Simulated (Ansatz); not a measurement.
One change: `C[N]([GeH3])[InH2]` becomes `C[N](C)[InH2]`.

Ansatz, PBE0-D4/def2-TZVP geometries, multiplicity 1. 

Elements past krypton have def2 core potentials. Scalar relativity is left out up to krypton.

| property | `C[N]([GeH3])[InH2]` |
| --- | --- |
| ideal-gas entropy at 298 K and 1 bar (rigid rotor, harmonic PBE0-D4/def2-TZVP) / J/(mol·K) | 382 |
| zero-point energy (PBE0-D4/def2-TZVP) / kJ/mol | 206.5 |
| size of the dipole moment (PBE/def2-TZVPP) / D | 0.49 |
| HOMO energy (PBE/def2-TZVPP) / eV | -5.33 |
| HOMO energy (ωB97M-V/def2-TZVPP) / eV | -8.72 |
| LUMO energy (ωB97M-V/def2-TZVPP) / eV | 0.05 |

**Question.** Give the same properties after the change, and the shifts. (An estimate is asked.)

**Answer.** Computed: 
```csv
property,`C[N](C)[InH2]`,shift
"ideal-gas entropy at 298 K and 1 bar (rigid rotor, harmonic PBE0-D4/def2-TZVP) / J/(mol·K)",338,-44
zero-point energy (PBE0-D4/def2-TZVP) / kJ/mol,245.0,38.5
size of the dipole moment (PBE/def2-TZVPP) / D,0.42,-0.07
HOMO energy (PBE/def2-TZVPP) / eV,-4.83,0.50
HOMO energy (ωB97M-V/def2-TZVPP) / eV,-8.19,0.53
LUMO energy (ωB97M-V/def2-TZVPP) / eV,0.15,0.10
```

With PBE0 the HOMO rises by 0.54 eV and the LUMO rises by 0.12 eV, so the gap narrows by about 0.42 eV. PBE moves the HOMO by 0.50 eV and ωB97M-V by 0.53 eV. Dipoles are sizes alone; their direction can turn.
